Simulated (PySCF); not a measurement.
# Zr⁻ (zirconium, charge -1) across methods

[Kr] 4d3 5s2, high-spin 4F determinant. Calculation: PySCF 2.14, in aug-cc-pVTZ-PP with one added diffuse shell each of s, p, d, f, g type with ECP28MDF (7s7p6d4f3g, 113 functions); a scalar-relativistic core potential.

```json
{"method": "BP86", "E (hartree)": "-46.8097", "mean ε 4d α (eV)": "-1.343", "mean ε 5s α (eV)": "-2.665", "mean ε 5s β (eV)": "0.512", "Σ⟨r²⟩ (bohr²)": "351.7", "⟨S²⟩": "4.748"}
{"method": "LDA", "E (hartree)": "-46.6110", "mean ε 4d α (eV)": "-1.233", "mean ε 5s α (eV)": "-2.685", "mean ε 5s β (eV)": "0.607", "Σ⟨r²⟩ (bohr²)": "344.6", "⟨S²⟩": "4.747"}
{"method": "r2SCAN", "E (hartree)": "-46.7978", "mean ε 4d α (eV)": "1.178", "mean ε 5s α (eV)": "-0.247", "mean ε 5s β (eV)": "0.767", "Σ⟨r²⟩ (bohr²)": "110.1", "⟨S²⟩": "3.902"}
{"method": "PBE0", "E (hartree)": "-46.7619", "mean ε 4d α (eV)": "0.695", "mean ε 5s α (eV)": "-0.376", "mean ε 5s β (eV)": "0.499", "Σ⟨r²⟩ (bohr²)": "104.1", "⟨S²⟩": "3.801"}
{"method": "PBE", "E (hartree)": "-46.7528", "mean ε 4d α (eV)": "-1.219", "mean ε 5s α (eV)": "-2.481", "mean ε 5s β (eV)": "0.572", "Σ⟨r²⟩ (bohr²)": "347.2", "⟨S²⟩": "4.745"}
```

(1) Estimate the same row for UHF.

Energies and moments cover only the electrons outside the core potential. ⟨S²⟩ = 4.49 against 3.75 shows spin contamination. At UHF the highest occupied level has a positive energy, so only the finite basis holds that electron.

The highest occupied level is positive at UHF, BP86, LDA, r2SCAN, PBE0, PBE: only the finite basis holds that electron, at UHF too, so the state is unbound at these levels.

Results:

(1) E (hartree) = -46.30137; mean ε 4d α (eV) = -3.820; mean ε 5s α (eV) = -3.126; mean ε 5s β (eV) = 0.102; Σ⟨r²⟩ (bohr²) = 228.6; ⟨S²⟩ = 4.486.
